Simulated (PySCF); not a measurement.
B(OH)(PH2)2 (BH₅OP₂), SMILES B(O)(P)P. Geometry optimised at PBE-D3(BJ)/def2-SVP. Other conformers were not sampled.

These are PBE-D3(BJ)/def2-SVP run with PySCF values and carry that method's errors.

Harmonic wavenumbers (cm⁻¹): 146, 170, 174, 286, 345, 434, 526, 614, 636, 692, 735, 809, 1047, 1049, 1088, 1313, 2309, 2333, 2353, 2356, 3707. Rotational constants (GHz): 5.931, 2.613, 1.859; symmetry number 1.

Problem. Work out the zero-point energy and the ideal-gas rigid-rotor harmonic-oscillator thermochemistry at 298.15 K and 1 atm.

Solution. ZPE = ½ Σ hcν = ½ × 23124 cm⁻¹ = 33.06 kcal/mol. H − E(el) = 37.83 kcal/mol. Entropy in cal/(mol K): translation 39.53, rotation 26.81, vibration 13.52, total 79.87. G − E(el) = 14.02 kcal/mol. Cp = 24.78 cal/(mol K). Modes under 150 cm⁻¹ make the vibrational entropy uncertain.
